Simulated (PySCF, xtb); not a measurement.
BCl2, SMILES Cl[B]Cl, multiplicity 2.

Harmonic wavenumbers (cm⁻¹) from GFN2-xTB (xtb) at its own minimum, in rising order: 271, 712, 784.

### Question
What does PySCF with PBE0-D3(BJ)/def2-TZVP give at its own minimum? (An estimate is asked for; the answer gives what the named calculation found.)

### Answer
283, 706, 1009. Paired by order, the mean absolute difference is 81 cm⁻¹ and the zero-point energies are 2.5 and 2.9 kcal/mol.
